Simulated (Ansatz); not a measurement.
Input file for C2H5AlFN, SMILES `N[CH]1[CH2][Al]1[F]`:

```yaml
crystal:
  periodic: [false, false, false]
  atoms:
    - {symbol: N, position_ang: [-1.184529, -0.865173, 0.691215]}
    - {symbol: C, position_ang: [-0.143950, -0.450576, -0.192161]}
    - {symbol: C, position_ang: [1.078665, 0.370750, 0.440798]}
    - {symbol: Al, position_ang: [0.463651, 1.070121, -1.204669]}
    - {symbol: F, position_ang: [0.499861, 2.267377, -2.336613]}
    - {symbol: H, position_ang: [-1.915949, -0.180077, 0.806406]}
    - {symbol: H, position_ang: [-1.607221, -1.740222, 0.417283]}
    - {symbol: H, position_ang: [0.282534, -1.330272, -0.685010]}
    - {symbol: H, position_ang: [1.908724, -0.218470, 0.828630]}
    - {symbol: H, position_ang: [0.701315, 1.025441, 1.237021]}
basis:
  gaussian: {orbitals: def2-TZVPP}
correlation: {method: ccsd_t}
```

```sh
$ ansatz run in.yaml --threads 4 --pin off --events-out ev --progress --plain --max-ram 10444MiB
```

The program prints (abridged):

```
Functional definition: HF
1420 factors; integrals over basis functions are off by at most 1.1e-3 eV
mean field evaluation 1: about -12907.6872 eV, gradient 4.8e1 eV
mean field evaluation 2: about -12907.8867 eV, gradient 4.9e1 eV
mean field evaluation 4: about -12912.9531 eV, gradient 3.9e0 eV
mean field evaluation 8: about -12913.0447 eV, gradient 3.8e-1 eV
mean field evaluation 16: about -12913.0457 eV, gradient 1.8e-6 eV
mean field -12913.04573232 eV, -474.5456778861 hartree, gradient 1.8e-6 eV, S^2 0.000000; 0 other end points of the search recorded, 0 dependent functions left out
9 core orbitals not correlated: weight in the atoms' cores, before any rotation towards them, 1.000 or more for the frozen orbitals, at most 0.000 for the correlated occupied ones
reference -12913.04573232 eV, -474.5456778861 hartree; 14, 14 occupied and 213, 213 virtual orbitals, 1420 factors
second order -23.96156933 eV of doubles, -0.00000000 eV of singles
cycle   1  -23.99315465 eV  change   -3.2e-2 eV  update   1.1e-1
cycle   2  -24.51259489 eV  change   -5.2e-1 eV  update   3.3e-2
cycle   3  -24.65014677 eV  change   -1.4e-1 eV  update   1.8e-2
cycle   4  -24.64295128 eV  change    7.2e-3 eV  update   5.5e-3
cycle   5  -24.63898974 eV  change    4.0e-3 eV  update   3.2e-3
cycle   6  -24.64025197 eV  change   -1.3e-3 eV  update   1.4e-3
cycle   7  -24.64016593 eV  change    8.6e-5 eV  update   6.5e-4
cycle   8  -24.63978046 eV  change    3.9e-4 eV  update   2.4e-4
cycle   9  -24.63987039 eV  change   -9.0e-5 eV  update   1.0e-4
cycle  10  -24.63991038 eV  change   -4.0e-5 eV  update   4.1e-5
cycle  11  -24.63987097 eV  change    3.9e-5 eV  update   1.9e-5
cycle  12  -24.63989374 eV  change   -2.3e-5 eV  update   9.3e-6
perturbative correction -0.98019195 eV, -0.0360213898 hartree
Total energy: -12938.66581801 eV, -475.4871986692 hartree
```

It took 93 s on 4 threads of an Arm Neoverse V2 on a shared host, with 4.4 GiB of host memory at the peak.

MP2 recovers 93.5 % of the CCSD(T) correlation energy and the triples give 3.8 %; T1 = 0.0132.
